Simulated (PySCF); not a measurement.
Compound: C5H7F4P.
Atom-mapped SMILES: `[CH3:1][CH:2]([CH3:3])/[C:4]([F:5])=[P:6]/[C:7]([F:8])([F:9])[F:10]` (hydrogens: H11, H12, H13 on C1; H14 on C2; H15, H16, H17 on C3)

The same species was optimised twice, with GFN2-xTB and with PBE0-D3(BJ)/def2-SVP (PySCF), and the same property calculations (PySCF, gas phase) were run on both structures.

| coordinate | GFN2-xTB | PBE0-D3(BJ)/def2-SVP | change |
| --- | --- | --- | --- |
| C4–F5 (Å) | 1.342 | 1.328 | -0.014 |
| P6–C7 (Å) | 1.908 | 1.899 | -0.009 |
| C4=P6 (Å) | 1.687 | 1.692 | +0.005 |
| C7–F10 (Å) | 1.343 | 1.339 | -0.004 |
| C7–F8 (Å) | 1.338 | 1.334 | -0.004 |
| C7–F9 (Å) | 1.338 | 1.334 | -0.004 |
| C1–C2 (Å) | 1.535 | 1.533 | -0.002 |
| C2–C4 (Å) | 1.493 | 1.495 | +0.002 |
| C2–C3 (Å) | 1.522 | 1.521 | -0.001 |
| C3–C2–C4 (°) | 111.2 | 113.4 | +2.2 |
| C2–C4–F5 (°) | 113.5 | 111.7 | -1.8 |
| F5–C4–P6 (°) | 121.7 | 123.1 | +1.4 |
| C1–C2–C3 (°) | 111.2 | 112.2 | +1.0 |
| P6–C7–F10 (°) | 108.6 | 107.8 | -0.8 |
| F8–C7–F10 (°) | 106.7 | 107.4 | +0.7 |
| F9–C7–F10 (°) | 106.7 | 107.3 | +0.6 |
| C4–P6–C7 (°) | 97.3 | 98.0 | +0.7 |
| C1–C2–C4–F5 (°) | 68 | 60 | -8 |
| C4–P6–C7–F8 (°) | 62 | 62 | 0 |

Rotational constants: A = 2241, B = 675.3, C = 604.9 MHz (GFN2-xTB) against A = 2246, B = 671.1, C = 596.5 MHz (PBE0-D3(BJ)/def2-SVP). Point groups within 0.08 Å: C1 and C1.

On the GFN2-xTB structure: HOMO (eV) -7.63 [PBE0/pcSseg-1]; LUMO (eV) -2.00 [PBE0/pcSseg-1]; dipole (D) 3.89 [PBE0/pcSseg-1]; GIAO shielding of C1/C3 (mean) (ppm) 164.3 [PBE0/pcSseg-1]; GIAO shielding of C2 (ppm) 144.9 [PBE0/pcSseg-1]; GIAO shielding of C4 (ppm) -64.4 [PBE0/pcSseg-1]; GIAO shielding of F5 (ppm) 154.5 [PBE0/pcSseg-1]; GIAO shielding of P6 (ppm) 173.4 [PBE0/pcSseg-1]; GIAO shielding of C7 (ppm) 46.5 [PBE0/pcSseg-1]; GIAO shielding of F8/F9/F10 (mean) (ppm) 229.0 [PBE0/pcSseg-1].

Question: What do these properties become on the PBE0-D3(BJ)/def2-SVP structure?

Answer: 
```
                                    property          level  on GFN2-xTB  on PBE0-D3(BJ)/def2-SVP  change
                                   HOMO (eV)  PBE0/pcSseg-1        -7.63                    -7.58   +0.05
                                   LUMO (eV)  PBE0/pcSseg-1        -2.00                    -1.96   +0.04
                                  dipole (D)  PBE0/pcSseg-1         3.89                     3.69   -0.20
energy, GFN2-xTB geometry as zero (kcal/mol)  PBE0/pcSseg-1          0.0                     -0.8    -0.8
        GIAO shielding of C1/C3 (mean) (ppm)  PBE0/pcSseg-1        164.3                    163.8    -0.5
                  GIAO shielding of C2 (ppm)  PBE0/pcSseg-1        144.9                    143.4    -1.5
                  GIAO shielding of C4 (ppm)  PBE0/pcSseg-1        -64.4                    -61.8    +2.6
                  GIAO shielding of F5 (ppm)  PBE0/pcSseg-1        154.5                    157.8    +3.3
                  GIAO shielding of P6 (ppm)  PBE0/pcSseg-1        173.4                    180.6    +7.2
                  GIAO shielding of C7 (ppm)  PBE0/pcSseg-1         46.5                     48.1    +1.6
    GIAO shielding of F8/F9/F10 (mean) (ppm)  PBE0/pcSseg-1        229.0                    232.2    +3.2
```

The heavy atoms differ by 0.059 Å rms after alignment. Among bonds between heavy atoms C4–F5 changes most (-0.014 Å). Changes are differences of the printed values. Neither structure is proved a minimum here.

Conformer computed: `[CH3:1][CH:2]([CH3:3])/[C:4]([F:5])=[P:6]/[C:7]([F:8])([F:9])[F:10]`: C1–C2–C4–F5 60°, C4–P6–C7–F8 62°.
